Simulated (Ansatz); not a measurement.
`[SiH3][SiH2]BCl` + H₂ → `BCl` + `[SiH3][SiH3]` at 600 K and 1 bar (hydrogenolysis of a B–Si bond).

Computed with Ansatz on PBE0-D4/def2-TZVP structures; ΔE is electronic, products minus reactants. CBS: MP2 limit from def2 TZ/QZ plus the TZ coupled-cluster correction, frozen cores. This one scheme is used for every species. Each species was taken in one conformer, which may not be the lowest.

| species | CCSD(T)/CBS energy (Eh) | H − E (kJ/mol) | S (J/(mol·K)) |
| --- | --- | --- | --- |
| `[SiH3][SiH2]BCl` | -1066.34562 | 210.4 | 465.4 |
| H₂ | -1.17544 | 43.9 | 150.8 |
| `BCl` | -485.78909 | 80.5 | 267.8 |
| `[SiH3][SiH3]` | -581.74359 | 174.5 | 343.9 |

H − E and S are ideal-gas, rigid-rotor, harmonic terms from PBE0-D4/def2-TZVP, for one conformer and one mirror image of each species. The MP2-based limit puts H₂ 0.8 mEh under its directly extrapolated value; such offsets cancel only in part. 1 Eh = 2625.50 kJ/mol, R = 8.31446 J/(mol·K).

Task: By hand: ΔE, ΔH, ΔS and ΔG.

Result: ΔE = (-485.78909) + (-581.74359) − (-1066.34562) − (-1.17544) = -0.01162 Eh = -30.5 kJ/mol. Δ(H − E) = 80.5 + 174.5 − 210.4 − 43.9 = 0.7, so ΔH = -29.8 kJ/mol. ΔS = 267.8 + 343.9 − 465.4 − 150.8 = -4.5 J/(mol·K). ΔG = -29.8 − 600 × (-4.5)/1000 = -27.1 kJ/mol.

Task: By hand: the equilibrium constant, and the temperature at which ΔG would vanish if ΔH and ΔS stayed fixed.

Result: log₁₀ K = −ΔG/(RT ln 10) = 2.4. ΔG = 0 at ΔH/ΔS = 6622 K, far beyond where these terms or the molecules hold.

The number of gas molecules stays the same, so ΔS is small and ΔH decides. A doubt of 5 kJ/mol in ΔE shifts log₁₀ K by 0.4 here. Other conformers and mirror images would add mixing entropy, several J/(mol·K) or more a flexible species. Modes under 60 cm⁻¹, often nearly free rotors, make the harmonic entropy too high. These are equilibria of isolated gas molecules and say nothing of rates. Largest T1 diagnostic: 0.014 (customary marks: 0.02 for closed shells, 0.045 for open ones).
